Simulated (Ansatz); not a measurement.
```yaml
crystal:
  periodic: [false, false, false]
  atoms:
    - {symbol: N, position_ang: [-0.240833, 1.480841, 0.528158]}
    - {symbol: C, position_ang: [0.223287, 0.570470, 1.269812]}
    - {symbol: O, position_ang: [0.450408, -0.683615, 0.881264]}
    - {symbol: B, position_ang: [0.221888, -1.217222, -0.395343]}
    - {symbol: N, position_ang: [-0.286814, -0.481100, -1.450536]}
    - {symbol: H, position_ang: [-0.323724, 2.347323, 1.049769]}
    - {symbol: H, position_ang: [0.496352, 0.696616, 2.321199]}
    - {symbol: H, position_ang: [0.502922, -2.372664, -0.507525]}
    - {symbol: H, position_ang: [-0.518911, 0.494716, -1.338095]}
    - {symbol: H, position_ang: [-0.441575, -0.886564, -2.355602]}
basis:
  gaussian: {orbitals: x2c-TZVPPall}
hamiltonian: {xc: {name: PBEsol}, dispersion: d4}
```

```sh
$ ansatz run in.yaml --threads 2 --pin off --events-out ev --progress --plain --max-ram 4352MiB
```

Output, abridged:

```
Functional definition: PBEsol
1106 factors; their error is unknown
mean field evaluation 1: about -6780.9897 eV, gradient 8.9e1 eV
mean field evaluation 2: about -6744.0882 eV, gradient 1.5e2 eV
mean field evaluation 4: about -6794.8394 eV, gradient 2.3e1 eV
mean field evaluation 8: about -6795.8524 eV, gradient 2.7e-1 eV
mean field evaluation 16: about -6795.8353 eV, gradient 3.3e-4 eV
mean field -6795.83531843 eV, -249.7423415697 hartree, gradient 5.4e-5 eV, S^2 0.000000; 0 other end points of the search recorded, 0 dependent functions left out
reference -6795.83535903 eV, -249.7423430617 hartree; 19, 19 occupied and 206, 206 virtual orbitals, 1106 factors
Total energy: -6795.89026862 eV, -249.7443609517 hartree
Relativity: scalar
```

It took 3 s on 2 threads of an Arm Neoverse V1 on a shared host, with 0.44 GiB of host memory at the peak.
